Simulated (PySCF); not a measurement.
# SMILES O[C@@H]1C=COC(F)(F)C1, C5H6F2O2

Geometry (Å), atoms numbered from 1 in this order:
```xyz
15

O     2.211    0.755   -0.292
C     0.892    0.346   -0.533
C    -0.126    1.391   -0.155
C    -1.322    1.062    0.302
O    -1.780   -0.224    0.466
C    -0.950   -1.224    0.051
F    -1.221   -1.521   -1.258
F    -1.307   -2.335    0.733
C     0.537   -0.952    0.215
H     2.307    0.998    0.637
H     0.851    0.166   -1.616
H     0.155    2.423   -0.272
H    -2.087    1.765    0.588
H     0.738   -0.842    1.283
H     1.097   -1.802   -0.171
```

Theory: GIAO PBE0/pcSseg-1 magnetisability, rotational g tensor and spin-rotation constants, non-relativistic, gas phase (PySCF 2.14.0). Geometry: GFN2-xTB.

Question: How diamagnetic is it, and how anisotropic?

Answer: Isotropic -1165 × 10⁻³⁰ J/T², or -70.2 × 10⁻⁶ cm³/mol; principal values -1228, -1168, -1099 × 10⁻³⁰ J/T², anisotropy 111 × 10⁻³⁰ J/T² (root of half the summed squared differences of the principal values). The susceptibility is in cgs units.

Question: Split it along the inertial axes a, b, c into diamagnetic and paramagnetic parts about the centre of mass, with the quadrupole moment.

Answer: 
```tsv
axis	χ (10⁻⁶ cm³/mol)	diamagnetic (10⁻⁶ cm³/mol)	paramagnetic (10⁻⁶ cm³/mol)	summed x² of all electrons (Å²)	quadrupole Θ (D Å)
a	-70.6	-509.1	438.6	177.2	-8.26
b	-67.0	-912.1	845.1	82.2	+6.06
c	-72.9	-1100.2	1027.3	37.8	+2.20
```
Anisotropies 2χaa − χbb − χcc = -1.2 and 2χbb − χaa − χcc = +9.4 × 10⁻⁶ cm³/mol. Θ is traceless in Buckingham's convention.

Question: And the rotational g tensor?

Answer: 
```csv
axis,rotational constant (GHz),g,nuclear part,electronic part
a,2.8089,-0.0219,0.5569,-0.5787
b,1.3584,-0.0182,0.5211,-0.5393
c,1.1247,-0.0108,0.5320,-0.5428
```
Asymmetric top; isotopes 12C, 19F, 1H, 16O; no vibrational averaging.
